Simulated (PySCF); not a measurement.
# Iodine: a sound run and one with changed settings

Sound run: I+ [Kr] 4d10 5s2 5p4, I(2+) [Kr] 4d10 5s2 5p3. Computed with PySCF 2.14 in x2c-SVPall, with scalar relativity by spin-free X2C-1e. The sound run starts from symmetry-adapted Hartree-Fock orbitals and uses a fine grid where one is needed.

Changed run: initial guess atom, at most 3 SCF cycles. This setting is unsound on purpose.

```csv
species,method,sound run (hartree),changed run (hartree),converged
I+,UHF,-7111.54266,-7111.54264,no
I+,PBE,-7113.96438,-7113.96435,no
I+,BP86,-7115.19616,-7115.19613,no
I(2+),UHF,-7110.89091,-7110.89085,no
I(2+),PBE,-7113.27384,-7113.27382,no
I(2+),BP86,-7114.49763,-7114.49762,no
```

The SCF was stopped early; the energies are upper bounds that still move, and correlated levels were skipped or rest on poor orbitals.
